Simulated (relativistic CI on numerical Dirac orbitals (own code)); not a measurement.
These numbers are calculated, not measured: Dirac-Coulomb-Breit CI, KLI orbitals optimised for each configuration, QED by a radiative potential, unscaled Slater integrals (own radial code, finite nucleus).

CI space (outside the closed core [Ar] 3d10): 4s2 4p6 4d10, 4s2 4p6 4d9 4f, 4s2 4p5 4d10 4f, 4s 4p6 4d10 4f, 4s2 4p6 4d9 5s, 4s2 4p6 4d9 5p, 4s2 4p6 4d9 5d, 4s2 4p5 4d10 5s, 4s2 4p6 4d9 5f, 4s2 4p5 4d10 5p, 4s2 4p6 4d9 5g, 4s2 4p6 4d9 6s, 4s2 4p6 4d9 6p, 4s2 4p5 4d10 5d, 4s 4p6 4d10 5s, 4s2 4p6 4d9 6d, 4s 4p6 4d10 5p, 4p6 4d10 4f2, 4p6 4d9 4f3, 4p5 4d10 4f3, 4p6 4d9 4f2 5s, 4p6 4d9 4f2 5p, 4p6 4d9 4f2 5d. Double excitations out of closed p, d and f shells are left out; levels of such configurations are missing from the list, as are those of other unlisted configurations, and high levels can miss mixing partners. These lack a partner that the ground configuration has and come out too high: 4s2 4p5 4d10 5s, 4s2 4p6 4d9 5f, 4s2 4p5 4d10 5p, 4s2 4p6 4d9 5g, 4s2 4p6 4d9 6s.

At this charge energies of transitions that change n are usually good to better than 1 %, and those within a shell (Δn = 0) to a few per cent.

Outline of the computed level scheme of Ir XXXII. Lowest level of each configuration: 4s2 4p6 4d10 1S_0 at 0.000 eV; 4s2 4p6 4d9 4f 3P°_0 at 204.858 eV; 4s2 4p6 4d9 5s 3D_3 at 413.282 eV; 4s2 4p5 4d10 4f 3D_1 at 420.826 eV; 4s2 4p6 4d9 5p 3P°_2 at 461.924 eV.

Some strong electric-dipole decays among the lowest 45 levels: 4s2 4p6 4d9 4f 1P°_1 → 4s2 4p6 4d10 1S_0 (6.7e+12 s⁻¹); 4s2 4p6 4d9 5p 1P°_1 → 4s2 4p6 4d10 1S_0 (2.1e+12 s⁻¹); 4s2 4p6 4d9 5p 3D°_1 → 4s2 4p6 4d10 1S_0 (1.2e+12 s⁻¹); 4s2 4p5 4d10 4f 3G_4 → 4s2 4p6 4d9 4f 3H°_5 (8.8e+11 s⁻¹); 4s2 4p5 4d10 4f 3G_5 → 4s2 4p6 4d9 4f 3H°_6 (8.6e+11 s⁻¹); 4s2 4p5 4d10 4f 3F_3 → 4s2 4p6 4d9 4f 3G°_4 (6.8e+11 s⁻¹); 4s2 4p5 4d10 4f 3F_4 → 4s2 4p6 4d9 4f 3G°_5 (6.6e+11 s⁻¹); 4s2 4p5 4d10 4f 3D_2 → 4s2 4p6 4d9 4f 3F°_3 (4.3e+11 s⁻¹).

LS names give the leading component of a level, which can be under half, so a name can repeat, a term be missing and a line seem to break the LS rules.
